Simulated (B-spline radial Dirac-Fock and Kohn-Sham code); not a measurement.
## How the levels of ytterbium move as electrons are removed

Calculated with a B-spline atomic structure program, using multi-electron Dirac-Fock with separately optimised hole states, Breit and Lamb-shift corrections added in first order. Each ion is free and in its tabulated ground configuration. The model has no electron correlation.

Reference: Yb²³⁺, [Kr] 4d10 4f1, with L1 11221.2 eV, L2 10703.4 eV, L3 9669.3 eV, N1 1163.7 eV, N3 1009.6 eV, Kα1 (K-L3) 52378.3 eV, Kβ1 (K-M3) 59361.9 eV, Lℓ (L3-M1) 6533.6 eV. Shifts from it, in eV (a dash: the subshell is empty, belongs to an open shell averaged over j, or its hole state is left out as unreliable):

```
  ion  configuration      L1      L2      L3      N1      N3    Kα1     Kβ1      Lℓ
Yb²⁴⁺      [Kr] 4d10   +54.1   +53.8   +54.0   +46.2   +44.9  -1.42   -1.85   -0.69
Yb²⁵⁺       [Kr] 4d9  +113.5  +113.4  +113.4   +91.3   +88.4  -1.06   +3.22   +3.86
Yb²⁶⁺       [Kr] 4d8  +174.0  +174.2  +174.1  +137.0  +132.6  -0.64   +8.60   +8.66
Yb²⁷⁺       [Kr] 4d7       ?       ?       ?       ?       ?      ?       ?       ?
Yb²⁸⁺       [Kr] 4d6  +298.6  +299.4  +298.9  +230.2  +222.6  +0.33  +20.27  +19.01
Yb²⁹⁺       [Kr] 4d5  +362.6  +363.7  +363.0  +277.6  +268.5  +0.89  +26.57  +24.57
Yb³⁰⁺       [Kr] 4d4  +427.7  +429.2  +428.3  +325.6  +314.9  +1.51  +33.19  +30.39
Yb³¹⁺       [Kr] 4d3  +494.0  +495.9  +494.7  +374.1  +361.9  +2.18  +40.14  +36.47
Yb³²⁺       [Kr] 4d2  +561.4  +563.7  +562.3  +423.2  +409.5  +2.91  +47.41  +42.81
```

Problem. Give the missing shifts for Yb²⁷⁺.

Solution. L1 +235.7, L2 +236.2, L3 +235.9, N1 +183.3, N3 +177.3, Kα1 -0.18, Kβ1 +14.28, Lℓ +13.71 (eV).

Over this range L1 (2s) moves by +561.4 eV and Kα1 by +2.9 eV: a line is a difference of two levels that shift in the same direction.
